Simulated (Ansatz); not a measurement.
C3H5InS (`[CH3][InH][C]#CS`) at its PBE0-D4/def2-TZVP geometry, where that method's forces vanish. The species carries charge 0 and has multiplicity 1. In takes the def2 core potential.

```xyz
10

C     1.6319    1.5874   -0.1652
In    1.0922   -0.4182   -0.6897
C    -0.7934   -1.0615   -0.0351
C    -1.8952   -1.4103    0.3541
S    -3.3801   -2.0246    0.8245
H     1.8862    1.6227    0.8965
H     0.7834    2.2530   -0.3297
H     2.4873    1.9380   -0.7415
H     2.0213   -1.5615   -1.5706
H    -3.8336   -0.9250    1.4567
```

Problem. What forces (eV/Å) does B3LYP-D4/def2-TZVPP give on these atoms in Ansatz? (Estimate.)

Solution. The calculation gave: 
```
C1   0.071  0.283  0.074
In2  0.076 -0.128 -0.087
C3  -0.152 -0.058  0.050
C4   0.176  0.051 -0.064
S5  -0.157 -0.045  0.057
H6  -0.012  0.000 -0.056
H7   0.052 -0.036  0.008
H8  -0.051 -0.015  0.036
H9   0.030 -0.045 -0.032
H10 -0.034 -0.008  0.013
```

B3LYP here is the variant with VWN-RPA as its local correlation; programs differ in this.
